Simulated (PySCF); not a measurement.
Geometry:
| atom | x (Å) | y (Å) | z (Å) |
| --- | --- | --- | --- |
| C1 | 0.087 | -2.018 | -0.789 |
| Ge2 | 0.588 | -0.706 | 0.575 |
| Ge3 | 2.159 | 0.904 | -0.334 |
| C4 | -1.021 | 0.211 | 1.245 |
| Si5 | -2.031 | 1.112 | -0.056 |
| H6 | -0.329 | -1.517 | -1.675 |
| H7 | 0.964 | -2.605 | -1.098 |
| H8 | -0.671 | -2.708 | -0.390 |
| H9 | 1.253 | -1.438 | 1.765 |
| H10 | 1.632 | 1.504 | -1.652 |
| H11 | 3.514 | 0.233 | -0.630 |
| H12 | 2.406 | 2.063 | 0.652 |
| H13 | -1.655 | -0.543 | 1.740 |
| H14 | -0.712 | 0.930 | 2.022 |
| H15 | -1.199 | 2.156 | -0.733 |
| H16 | -3.225 | 1.782 | 0.548 |
| H17 | -2.515 | 0.158 | -1.103 |

Geometry: PBE0-D3(BJ)/def2-SVP; GIAO absolute shieldings from PySCF 2.14.0 with density-fitted response routines, gas phase, non-relativistic, averaged over equivalent atoms.

At PBE0/pcSseg-1 (200 basis functions, 36 s wall time on 1 thread of an Arm Neoverse V1, shared host):
```json
{"atoms": "C1", "σ (ppm)": "188.2"}
{"atoms": "C4", "σ (ppm)": "194.0"}
{"atoms": "Ge2", "σ (ppm)": "1448.8"}
{"atoms": "Ge3", "σ (ppm)": "1663.3"}
{"atoms": "Si5", "σ (ppm)": "421.8"}
{"atoms": "H9", "σ (ppm)": "26.86"}
{"atoms": "H15/H16/H17", "σ (ppm)": "27.29"}
{"atoms": "H10/H11/H12", "σ (ppm)": "27.75"}
{"atoms": "H6/H7/H8", "σ (ppm)": "30.86"}
{"atoms": "H13", "σ (ppm)": "31.20"}
{"atoms": "H14", "σ (ppm)": "31.32"}
```

**Question.** What do these become at PBE/pcSseg-1?

**Answer.** 
```json
{"atoms": "C1", "σ at PBE/pcSseg-1": "182.6", "change": "-5.6"}
{"atoms": "C4", "σ at PBE/pcSseg-1": "187.0", "change": "-7.0"}
{"atoms": "Ge2", "σ at PBE/pcSseg-1": "1379.6", "change": "-69.2"}
{"atoms": "Ge3", "σ at PBE/pcSseg-1": "1611.5", "change": "-51.8"}
{"atoms": "Si5", "σ at PBE/pcSseg-1": "408.9", "change": "-12.9"}
{"atoms": "H9", "σ at PBE/pcSseg-1": "26.60", "change": "-0.26"}
{"atoms": "H15/H16/H17", "σ at PBE/pcSseg-1": "27.14", "change": "-0.15"}
{"atoms": "H10/H11/H12", "σ at PBE/pcSseg-1": "27.62", "change": "-0.13"}
{"atoms": "H6/H7/H8", "σ at PBE/pcSseg-1": "30.73", "change": "-0.13"}
{"atoms": "H13", "σ at PBE/pcSseg-1": "30.98", "change": "-0.22"}
{"atoms": "H14", "σ at PBE/pcSseg-1": "31.07", "change": "-0.25"}
```

The largest change is at Ge2 (germanium bonded to 2 C, Ge, H). Cost: 200 basis functions, 47 s wall time on 1 thread of an Arm Neoverse V1, shared host.

Relativistic effects, spin–orbit coupling among them, are left out; they matter for Ge and for the light atoms bonded to it.
